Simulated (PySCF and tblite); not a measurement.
The numbers below are computed, except where a source is named.
C9H16, numbered as in [CH3:1][CH2:2][C@@H:3]1[CH2:4][C:5]12[CH2:6][CH2:7][CH2:8][CH2:9]2.

Search: ETKDG, MMFF94s, GFN2-xTB, 90 starts; geometries at GFN2-xTB. Energies: B3LYP-D3(BJ)/def2-SVP (IEF-PCM, benzene), with GFN2-xTB thermal terms (modes under about 100 cm⁻¹ blended into free rotors). Symmetry numbers and mirror images are counted. Conformers within 2.5 kcal/mol (GFN2-xTB free energy) were kept, 3 at most. GIAO shieldings: WP04/pcSseg-1 (IEF-PCM, benzene). Shifts are against TMS (¹H), TMS (¹³C) at the same level; of two unlike H on one atom, a is the less shielded. Programs: PySCF with density fitting and tblite.

Torsions listed: C1–C2–C3–C4. The 5-ring runs over atoms 5–6–7–8–9.

```json
{"conformer": "1", "shape": "5-ring between envelope and twist (ring torsions 32, -42, 35, -15, -10°); 162°", "symmetry": "C1", "E(GFN2) kcal/mol": "0.14", "E(DFT) kcal/mol": "0.00"}
{"conformer": "2", "shape": "5-ring between envelope and twist (ring torsions 32, -42, 35, -15, -10°); -87°", "symmetry": "C1", "E(GFN2) kcal/mol": "0.00", "E(DFT) kcal/mol": "0.16"}
```

Task: How much do the weights at 298.15 K and the averaged shift of H2a depend on how the conformers are weighted?

Result: 
| weighting | 1 (%) | 2 (%) | δ (ppm) | rms dipole (D) |
| --- | --- | --- | --- | --- |
| DFT energy with thermal terms, symmetry and mirror images (full scheme) | 54 | 46 | 1.22 | 0.20 |
| DFT energy with symmetry and mirror images | 57 | 43 | 1.25 | 0.20 |
| bare DFT energy | 57 | 43 | 1.25 | 0.20 |
| GFN2-xTB energy with symmetry and mirror images | 44 | 56 | 1.10 | 0.20 |
| GFN2-xTB free energy | 41 | 59 | 1.06 | 0.20 |
| leading conformer alone | 100 | 0 | 1.80 | 0.18 |
| equal weights | 50 | 50 | 1.17 | 0.20 |
| full scheme, search stopped after three starts | 100 | 0 | 1.80 | 0.18 |

The largest departure from the full scheme, 0.58 ppm, comes with: leading conformer alone.
